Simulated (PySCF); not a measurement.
How methods differ on the ionisation energy of Ir(3+)

Ir(3+) [Xe] 4f14 5d6 [5d3/2^4 5d5/2^2, M_J = 4] → Ir(4+) [Xe] 4f14 5d5 [5d3/2^4 5d5/2^1, M_J = 5/2], as a difference of total energies. Calculation: PySCF 2.14, in x2c-SVPall-2c; the two-component X2C-1e Hamiltonian. Correlated levels: [Kr] 4d10 4f14 frozen; the 22 highest virtual spinors dropped. "Screened" scales the spin-orbit matrix elements by Boettger's factors to mimic the two-electron term; Breit and QED terms are absent.

Task: Order these methods by the ionisation energy they give, lowest first.
A. GHF (spin-free)
B. GHF (screened spin-orbit)
C. GMP2 (screened spin-orbit)
D. GMP2 (spin-free)

Result: A (39.895 eV), B (40.348 eV), D (40.603 eV), C (41.058 eV).

The spin-free rows relax to the high-spin LS determinant and lack the spin-orbit shift.

Errors of the correlated levels include the incompleteness of this basis and the frozen core.

The labels give the starting determinants; with spin-orbit coupling the two ends relaxed to ⟨J²⟩ = 20.04, ⟨L²⟩ = 6.95, ⟨S²⟩ = 5.60 and ⟨J²⟩ = 8.75, ⟨L²⟩ = 0.38, ⟨S²⟩ = 8.27.

For comparison: 40 ± 1.7 eV (theoretical estimate listed by NIST; NIST Atomic Spectra Database, ionization energies).
